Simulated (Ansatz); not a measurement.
Ansatz (a first-principles code) input (RI-MP2/def2-TZVPPD):
A basis named .json is the Basis Set Exchange file of that set.

Ansatz 0.2 input:
```yaml
crystal:
  periodic: [false, false, false]
  atoms:
    - {symbol: Fe, position_ang: [0.00980336, 0.00694752, -0.01182147]}
    - {symbol: F, position_ang: [1.13584223, 0.98225132, -0.96677898]}
    - {symbol: O, position_ang: [-1.13224379, -1.00739972, 0.89949672]}
    - {symbol: H, position_ang: [-1.41951698, -0.96169971, 1.81239520]}
basis:
  gaussian:
    orbitals: def2-TZVPPD.json
    fitting: {mean_field: def2-universal-jkfit, correlation: def2-TZVPPD-RIFIT.json}
magnetization: {spin_polarized: true, initial_magnetization: 4}
correlation: {method: mp2, electrons: outside_noble_gas}
```

Output:

```
Functional definition: HF
integrals: 0.11 GiB planned
436 factors; integrals over basis functions are off by at most 1.6e0 eV
448 factors; integrals over basis functions are off by at most 1.7e2 eV
mean field: 0.44 GiB planned
mean field evaluation 1: about -39111.5459 eV, gradient 3.1e1 eV
mean field evaluation 2: about -39114.7362 eV, gradient 1.9e1 eV
mean field evaluation 4: about -39116.1713 eV, gradient 2.8e0 eV
mean field evaluation 8: about -39116.2378 eV, gradient 4.9e-3 eV
mean field evaluation 16: about -39116.2379 eV, gradient 3.3e-3 eV
mean field evaluation 32: about -39116.1267 eV, gradient 9.6e0 eV
mean field evaluation 64: about -39115.9307 eV, gradient 5.5e0 eV
mean field -39116.23841638 eV, -1437.4952478634 hartree, gradient 2.4e-10 eV, S^2 6.014937; 10 other end points of the search recorded, 0 dependent functions left out
11 core orbitals not correlated
reference -39116.23841638 eV, -1437.4952478634 hartree; 13, 9 occupied and 140, 144 virtual orbitals, 448 factors
second order -19.27353647 eV of doubles, -0.00000000 eV of singles
Total energy: -39135.51195285 eV, -1438.2035372644 hartree
```

The spin state was set by rule; other spins were not relaxed.
